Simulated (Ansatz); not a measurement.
Abridged output of a molecular run in Ansatz:

```
Functional definition: HF
1072 factors; integrals over basis functions are off by at most 1.5e-3 eV
mean field evaluation 1: about -23992.9447 eV, gradient 2.8e1 eV
mean field evaluation 2: about -23992.9499 eV, gradient 2.8e1 eV
mean field evaluation 4: about -23995.3315 eV, gradient 4.4e0 eV
mean field evaluation 8: about -23995.3907 eV, gradient 3.6e-4 eV
mean field -23995.39073408 eV, -881.8143448176 hartree, gradient 2.1e-6 eV, S^2 0.000000; 0 other end points of the search recorded, 0 dependent functions left out
13 core orbitals not correlated: weight in the atoms' cores, before any rotation towards them, 1.000 or more for the frozen orbitals, at most 0.000 for the correlated occupied ones
reference -23995.39073408 eV, -881.8143448176 hartree; 15, 15 occupied and 80, 80 virtual orbitals, 1072 factors
second order -18.24036481 eV of doubles, -0.00000000 eV of singles
cycle   1  -19.19083111 eV  change   -9.5e-1 eV  update   1.1e-1
cycle   2  -19.71390841 eV  change   -5.2e-1 eV  update   3.3e-2
cycle   3  -19.83549676 eV  change   -1.2e-1 eV  update   1.9e-2
cycle   4  -19.82684298 eV  change    8.7e-3 eV  update   5.6e-3
cycle   5  -19.82589080 eV  change    9.5e-4 eV  update   2.9e-3
cycle   6  -19.82594587 eV  change   -5.5e-5 eV  update   1.1e-3
cycle   7  -19.82569202 eV  change    2.5e-4 eV  update   3.9e-4
cycle   8  -19.82577842 eV  change   -8.6e-5 eV  update   1.1e-4
cycle   9  -19.82578997 eV  change   -1.2e-5 eV  update   3.7e-5
perturbative correction -0.60047281 eV, -0.0220669689 hartree
Total energy: -24015.81699687 eV, -882.5649961294 hartree
```

Its atoms:

Z-matrix (Å, degrees):
```
C
N 1 1.451
H 1 1.096 2 111.0
H 1 1.096 2 111.0 3 120.2
H 1 1.094 2 110.3 3 -119.9
C 2 1.445 1 112.7 3 -60.1
Si 2 1.710 1 115.8 3 119.8
H 6 1.096 2 110.5 1 -59.2
H 6 1.088 2 110.6 1 -179.6
H 6 1.096 2 110.5 1 59.9
Cl 7 2.109 2 101.6 1 -179.9
```

(1) Which basis set was used?
A. def2-SVP
B. def2-TZVPP
C. def2-QZVPP
D. def2-TZVPPD

(2) Write the keys of the input that set method, charge and spin (a neutral closed shell needs none for the last two).

## Answers

(1) A. It gives 108 functions.

(2) 
```yaml
correlation: {method: ccsd_t}
```
